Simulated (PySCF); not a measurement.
# How methods differ on the excitation energy of Ar²⁺

Ar²⁺ [Ne] 3s2 3p4 (3P) → Ar²⁺ [Ne] 3s1 3p5 (3P), as a difference of total energies. All numbers are calculated (PySCF 2.14, the non-relativistic Hamiltonian (point nucleus), in def2-QZVPPD (10s7p5d2f1g, 79 functions)). Correlated levels: valence: [Ne] frozen. The calculations carry no spin-orbit coupling.

| method | excitation energy (eV) |
| --- | --- |
| UHF | 17.048 |
| MP2 (valence) | 15.509 |
| SCS-MP2 (valence) | 15.316 |
| CCSD (valence) | 14.371 |
| CCSD(T) (valence) | 13.957 |

**Question.** How much does correlation contribute at CCSD(T) (valence)?

**Answer.** 13.957 − (17.048) = -3.091 eV, measured against UHF.

The coupled-cluster amplitudes are large for the upper state (T1 above 0.03 or a double amplitude above 0.15), so a single reference is strained.
